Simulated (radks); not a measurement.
The numbers below are computed, except where a source is named.
Problem. All-electron atom: Pt17+ in [Kr] 4d10 4f13 5s2 (the NIST ground configuration). Level of theory: Dirac Kohn-Sham, PBE, spin-unpolarised, spherical densities, finite nucleus; open shells fill j = l - 1/2 first; Fermi nuclear charge, rms radius 5.427 fm (a radial shooting solver on a logarithmic mesh with Libxc functionals). Some entries of the table are withheld. Estimate them.

orbital,occ.,eigenvalue (eV),r(max) (bohr)
1s1/2,2,-78666.26,0.01062
2s1/2,2,-14129.71,0.06143
2p1/2,2,-13563.49,0.04532
2p3/2,4,-11833.94,0.05258
3s1/2,2,-3609.947,0.1728
3p1/2,2,-3354.884,0.1614
3p3/2,4,-2974.205,0.1761
3d3/2,4,-2548.322,(1)
3d5/2,6,-2466.179,(2)
4s1/2,2,-1067.472,0.3894
4p1/2,2,(3),0.3877
4p3/2,4,(4),0.4178
4d3/2,4,-687.8364,0.4105
4d5/2,6,-670.4313,0.4197
4f5/2,6,-440.3784,0.3755
4f7/2,7,-436.5472,0.3797
5s1/2,2,-435.6473,0.8218
5p1/2,0,-395.0614,0.8519
5p3/2,0,-372.0282,0.9079
6s1/2,0,-241.2641,1.508

Solution. 
(1) 3d3/2 r(max) (bohr): 0.1373
(2) 3d5/2 r(max) (bohr): 0.1414
(3) 4p1/2 eigenvalue (eV): -958.7335
(4) 4p3/2 eigenvalue (eV): -866.6747
